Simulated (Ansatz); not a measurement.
Ansatz (a program for electronic structure) input (B3LYP/6-311+G**): The .json file is the Basis Set Exchange's 6-311+G**.

Ansatz 0.2 input:
```yaml
crystal:
  periodic: [false, false, false]
  atoms:
    - {symbol: C, position_ang: [1.78962200, 0.61908300, 0.11804400]}
    - {symbol: Si, position_ang: [0.52604500, -0.76064200, -0.12688800]}
    - {symbol: B, position_ang: [-1.42001700, -0.24593100, -0.05161500]}
    - {symbol: O, position_ang: [-1.96010500, 0.95970200, 0.15146100]}
    - {symbol: H, position_ang: [1.67494300, 1.38980600, -0.64607400]}
    - {symbol: H, position_ang: [1.66335700, 1.09157300, 1.09367300]}
    - {symbol: H, position_ang: [2.80775800, 0.22822000, 0.05782100]}
    - {symbol: H, position_ang: [0.72089600, -1.80907300, 0.90878600]}
    - {symbol: H, position_ang: [0.73660600, -1.40472200, -1.44999900]}
    - {symbol: H, position_ang: [-2.92499000, 0.99073500, 0.15035500]}
basis:
  gaussian:
    orbitals: 6-311+G__.json
hamiltonian:
  xc: {name: B3LYP}
magnetization: {spin_polarized: true, initial_magnetization: 1}
output: {forces: true}
```

Output:

```
Functional definition: B3LYP
integrals: 0.06 GiB planned
1099 factors; their error is unknown
mean field: 0.65 GiB planned
mean field evaluation 1: about -11726.4059 eV, gradient 5.2e1 eV
mean field evaluation 2: about -11710.1489 eV, gradient 8.0e1 eV
mean field evaluation 4: about -11737.1631 eV, gradient 4.9e0 eV
mean field evaluation 8: about -11737.2710 eV, gradient 5.4e-2 eV
mean field evaluation 16: about -11737.2571 eV, gradient 4.5e-5 eV
mean field -11737.25710027 eV, -431.3362426364 hartree, gradient 4.5e-5 eV, S^2 0.752612; 0 other end points of the search recorded, 0 dependent functions left out
the calculation of the forces begins
reference -11737.25743898 eV, -431.3362550835 hartree; 20, 19 occupied and 113, 114 virtual orbitals, 1099 factors
Total energy: -11737.25743898 eV, -431.3362550835 hartree
Atom 0 at     1.789622     0.619083     0.118044 Å, force     0.039917     0.049050     0.008674 eV/Å
Atom 1 at     0.526045    -0.760642    -0.126888 Å, force    -0.037407    -0.036150    -0.006446 eV/Å
Atom 2 at    -1.420017    -0.245931    -0.051615 Å, force    -0.068696    -0.081928    -0.014502 eV/Å
Atom 3 at    -1.960105     0.959702     0.151461 Å, force    -0.056678     0.087110     0.014555 eV/Å
Atom 4 at     1.674943     1.389806    -0.646074 Å, force     0.010826     0.049392    -0.033665 eV/Å
Atom 5 at     1.663357     1.091573     1.093673 Å, force     0.010280     0.035336     0.048330 eV/Å
Atom 6 at     2.807758     0.228220     0.057821 Å, force     0.057745    -0.010664    -0.001444 eV/Å
Atom 7 at     0.720896    -1.809073     0.908786 Å, force     0.006162    -0.054303     0.045170 eV/Å
Atom 8 at     0.736606    -1.404722    -1.449999 Å, force     0.006867    -0.036173    -0.060593 eV/Å
Atom 9 at    -2.924990     0.990735     0.150355 Å, force     0.030984    -0.001671    -0.000080 eV/Å
Dipole moment:    -0.217422     0.241205     0.039900 e Å
```

The geometry given is a B3LYP-D3(BJ)/def2-TZVP minimum.
